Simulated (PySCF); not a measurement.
## S⁺: ionisation energy

S⁺ [Ne] 3s2 3p3 (4S) → S²⁺ [Ne] 3s2 3p2 (3P), as a difference of total energies. Computed with PySCF 2.14 in an even-tempered Gaussian basis (21 s from 0.028 bohr⁻², ratio 2.5; 14 p from 0.036 bohr⁻², ratio 2.5; 6 d from 0.67 bohr⁻², ratio 2.7; 5 f from 1 bohr⁻², ratio 2.7), with the spin-free X2C one-electron Hamiltonian (Gaussian nucleus). Correlated levels: outer shells: 1s2 frozen; virtual orbitals above 40 to 60 times the deepest correlated orbital energy dropped. The calculations carry no spin-orbit coupling.

| method | ionisation energy (eV) |
| --- | --- |
| UHF | 22.730 |
| LDA | 23.394 |
| PBE | 23.307 |
| PBE0 | 23.375 |
| r2SCAN | 23.521 |
| M06 | 23.241 |
| M06-2X | 23.155 |
| MP2 (outer shells) | 23.203 |
| SCS-MP2 (outer shells) | 23.046 |

How much does correlation contribute at MP2 (outer shells)?

23.203 − (22.730) = 0.473 eV, measured against UHF.

A first-order spin-orbit estimate (lowest level to lowest level, LS coupling) adds -0.062 eV.

For comparison: 23.338 eV (measured; NIST Atomic Spectra Database, ionization energies).
